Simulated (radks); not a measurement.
Results of a calculation; reference values are marked as such.
Radial electron density D(r) = 4 pi r^2 rho(r) of an atom or ion with 26 electrons. Code: a radial shooting solver on a logarithmic mesh with Libxc functionals. Model: non-relativistic Kohn-Sham, SCAN, spin-polarised, spherical densities, point nucleus; meta-GGA in the generalised Kohn-Sham scheme.

```
   r/bohr * D(r) (the largest magnitude, 39.3, reaches the edge; | marks zero)
 0.001731 |*
 0.002272 |*
 0.003006 | *
 0.003946 |   *
 0.005221 |     *
 0.006853 |        *
 0.008995 |             *
   0.0119 |                    *
  0.01562 |                            *
   0.0205 |                                     *
  0.02713 |                                            *
  0.03561 |                                                *
  0.04712 |                                              *
  0.06185 |                                         *
  0.08118 |                                      *
   0.1074 |                                           *
    0.141 |                                                     *
   0.1851 |                                                      *
   0.2448 |                                         *
   0.3214 |                          *
   0.4252 |                        *
   0.5582 |                              *
   0.7326 |                          *
   0.9694 |               *
    1.272 |     *
    1.684 | *
     2.21 |*
      2.9 |*
    3.838 *
    5.037 *
    6.612 *
    8.748 *
```

What is the nuclear charge?

Answer. Z = 29. The innermost maximum, from 1s, lies near 1/Z = 0.0345 bohr (found: 0.0374), and its height grows with Z. The density is that of the copper ion Cu3+ in [Ar] 3d7 4d1; the configuration itself is not fixed sharply by these data, and Z only to about a unit. D(r) has 3 maxima, at r = 0.0374, 0.167, 0.595 bohr, and minima at 0.0793, 0.380 bohr, inside which lie 2.10, 10.85 electrons.
